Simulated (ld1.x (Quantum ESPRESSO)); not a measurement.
# PBE TM dataset for hafnium (Hf), scalar-relativistic all-electron reference.

ld1.x (Quantum ESPRESSO) 7.5 input, shortened:

```
&input
   title='Hf', zed=72., rel=1, dft='PBE', iswitch=3,
   config='[Xe] 4f14 5d2 5f-2 6s2 6p0'
 /
 &inputp
   pseudotype=2, tm=.true., lloc=-2, rcloc=2.30,
   nlcc=.false.
 /
4
6S  1  0   2.00   0.00  2.20  2.20  0.0
6P  2  1   0.00   0.00  3.00  3.00  0.0
5D  3  2   2.00   0.00  2.65  2.65  0.0
5F  4  3  -2.00   0.82  2.40  2.40  0.0
 &test
   configts(1)='5d2 6s2 6p0'
 /
```

All-electron outer shells of the reference configuration (PBE, scalar-relativistic, ld1.x):

```
shell  level (eV)  outermost node (bohr)  outermost maximum (bohr)
   5p      -35.57                   0.60                      1.16
   4f      -16.83                      –                      0.45
   6s       -5.11                   1.37                      2.89
   5d       -2.69                   0.67                      1.69
   6p       -1.40                   1.66                      4.05
```

(1) Estimate the cutoffs (Ry, on a coarse ladder) from which the occupation-weighted sum of valence levels, in a spherical-Bessel basis at the reference potential, stays within 10 and 1 mRy of its value at 400 Ry.

(2) Does the potential have ghost states?

(3) Tests: 5d2 6s1 6p0; 5d2 6s0 6p0; 5d1 6s0 6p0; 5d2 6s1 6p1; 5d2 6s0 6p1; 5d1 6s2 6p0; 5d2 6s1.5 6p0. Which has the largest error in its energy relative to the reference configuration, and how large is it?

Results:

(1) 21 Ry and 30 Ry.

(2) No extra level below or beside the all-electron valence levels (s, p, d, f tested). The logarithmic derivative shows an extra or strongly shifted pseudo pole above the reference energy (s near 0.30 Ry).

(3) 5d1 6s0 6p0, with +304 meV (all-electron minus pseudo) on +43.95 eV.
